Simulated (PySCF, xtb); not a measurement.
C3HBrClF, SMILES FC=C=C(Cl)Br.

xtb with GFN2-xTB at its own geometry gives an orbital gap of 4.00 eV and a dipole moment of 2.70 D.

The structure is a stationary point at ωB97X-D3(BJ)/def2-SVP. The structure was generated by enumeration, and PubChem lists no compound with its InChIKey, so it may never have been made.

Task: What does PBE0/def2-TZVP in PySCF give? (Estimate from the structure and the level; the computed values follow.)

Result: gap 6.48 eV (levels -7.79 and -1.31 eV), dipole 1.26 D.
